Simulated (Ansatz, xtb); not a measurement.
## C3H4F3N: which of two isomers lies lower

We compare I, `N/C=C\C(F)(F)F`, a singlet, with II, `C=C(N)C(F)(F)F`, a singlet. Both are isolated molecules in the gas phase, relaxed with B3LYP-D3(BJ)/def2-SVP; the shapes shown needn't be the lowest conformers.

I (Å):

```yaml
atoms:
  - { symbol: C, position_ang: [-1.3914, 0.1510, -0.7862] }
  - { symbol: C, position_ang: [-1.5595, -1.0848, -0.2595] }
  - { symbol: C, position_ang: [-0.5529, -2.1720, -0.2253] }
  - { symbol: F, position_ang: [-0.8319, -3.1786, -1.0835] }
  - { symbol: F, position_ang: [-0.4653, -2.7408, 0.9940] }
  - { symbol: F, position_ang: [0.6985, -1.7397, -0.5455] }
  - { symbol: N, position_ang: [-0.3033, 0.6892, -1.4035] }
  - { symbol: H, position_ang: [0.5791, 0.1950, -1.3845] }
  - { symbol: H, position_ang: [-0.2725, 1.6857, -1.5624] }
  - { symbol: H, position_ang: [-2.2507, 0.8284, -0.7437] }
  - { symbol: H, position_ang: [-2.5308, -1.3530, 0.1561] }
```

II (Å):

```yaml
atoms:
  - { symbol: C, position_ang: [0.5445, -0.3742, -1.1450] }
  - { symbol: C, position_ang: [-0.7279, -0.5967, -0.7787] }
  - { symbol: C, position_ang: [-1.1034, -1.8620, -0.0370] }
  - { symbol: F, position_ang: [-1.8075, -2.7012, -0.8136] }
  - { symbol: F, position_ang: [-1.8908, -1.5655, 1.0250] }
  - { symbol: F, position_ang: [-0.0406, -2.5273, 0.4228] }
  - { symbol: N, position_ang: [-1.8320, 0.1825, -1.0854] }
  - { symbol: H, position_ang: [0.8204, 0.5281, -1.6953] }
  - { symbol: H, position_ang: [1.3227, -1.1003, -0.9188] }
  - { symbol: H, position_ang: [-1.6238, 1.1005, -1.4622] }
  - { symbol: H, position_ang: [-2.5576, 0.2060, -0.3755] }
```

Problem. Estimate which is lower in electronic energy at CCSD(T)/def2-SVP + ΔMP2/def2-TZVPP, and by roughly how much.

Solution. Too close to call at this level: CCSD(T)/def2-SVP + ΔMP2/def2-TZVPP gives E(II) − E(I) = +7.61 kJ/mol.

The same difference at several levels:

```
                             level               geometry  E(II) − E(I) (kJ/mol)  departure from the last row (kJ/mol)  job, with rough time for the two
             B3LYP-D3(BJ)/def2-SVP  B3LYP-D3(BJ)/def2-SVP                  +14.35                                 +6.75             optimisation, 2.8 min
                       HF/def2-SVP  B3LYP-D3(BJ)/def2-SVP                  +14.84                                 +7.23           part of the CCSD(T) run
                      MP2/def2-SVP  B3LYP-D3(BJ)/def2-SVP                   +7.42                                 −0.19           part of the CCSD(T) run
                  CCSD(T)/def2-SVP  B3LYP-D3(BJ)/def2-SVP                   +5.58                                 −2.02                      single point
CCSD(T)/def2-SVP + ΔMP2/def2-TZVPP  B3LYP-D3(BJ)/def2-SVP                   +7.61                                                   single point, 1.8 min
```

As drawn, both hold the same kinds of bond in the same numbers.

The largest departure from CCSD(T)/def2-SVP + ΔMP2/def2-TZVPP is that of HF/def2-SVP, 7.23 kJ/mol. Levels run at GFN2-xTB geometries aren't shown. The last row adds to CCSD(T) the change of the MP2 difference between the two basis sets, here +2.02 kJ/mol.

With thermal terms from frequencies at re-optimised GFN2-xTB minima (ideal gas, soft modes damped towards free rotors, one conformer each, 298.15 K, 1 atm): on the last row, ΔE + ΔZPE = +7.81, ΔH = +7.33, ΔG = +8.78 kJ/mol.

The correlated steps freeze 7 core orbitals. Codes used: Ansatz 0.2.0, xtb 6.7.1; the last row on 2 threads of Intel(R) Xeon(R) Processor @ 2.50GHz (Skylake/Cascade Lake) on a shared host.
